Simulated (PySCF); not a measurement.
Structure with atom numbers: `[F:1][CH:2]([F:3])[O:4][C+:5]1[CH:6]=[CH:7][CH2:8][CH2:9]1` (H(Xn): hydrogen on atom n).

Geometry: GFN2-xTB; GIAO shifts from PySCF, gas phase, non-relativistic, averaged over equivalent atoms.

At PBE0/pcSseg-1 (188 basis functions, 20 s wall time on 1 thread of an AMD EPYC 9R45 96-Core, shared host):
```
atoms  δ (ppm)
F1/F3    -99.6
   C5    232.5
   C7    226.6
   C6    142.0
   C2    122.7
   C8     45.7
   C9     43.3
   O4    305.8
H(C7)    10.38
H(C6)     7.69
H(C2)     7.65
H(C9)     4.26
H(C8)     4.07
```

Scale: 19F (σ = 170.95 ppm) vs CFCl3; TMS for 13C (σ = 186.93 ppm) and 1H (σ = 31.72 ppm); 17O (σ = 336.08 ppm) vs H2O (reference shieldings calculated alike).

Q: Estimate the result of repeating the calculation with wB97X/pcSseg-1.

A: 
```
atoms  δ at wB97X/pcSseg-1  change
F1/F3                -85.5   +14.1
   C5                238.8    +6.3
   C7                230.1    +3.5
   C6                139.5    -2.5
   C2                122.4    -0.3
   C8                 42.8    -2.9
   C9                 41.7    -1.6
   O4                293.3   -12.5
H(C7)                10.50   +0.12
H(C6)                 7.54   -0.15
H(C2)                 7.59   -0.06
H(C9)                 4.21   -0.05
H(C8)                 3.95   -0.12
```

Referencing at the same level of theory: CFCl3 for 19F (σref 190.68); TMS for 13C (σref 189.62), 1H (σref 31.81); 17O (σref 337.45) vs H2O.

The largest change is at F1/F3 (fluorine of a CF2 group). Cost: 188 basis functions, 17 s wall time on 1 thread of an AMD EPYC 9R45 96-Core, shared host. The order of the carbon signals is the same at both levels.

Unscaled 19F shifts against computed CFCl3 carry errors that often reach 10 to 50 ppm. Unscaled 17O shifts of doubly bonded oxygen tend to come out too high, by tens of ppm or more. Experimental scales use liquid or dissolved standards, which lie at an offset from isolated H2O (liquid H2O: subtract about 36 ppm).
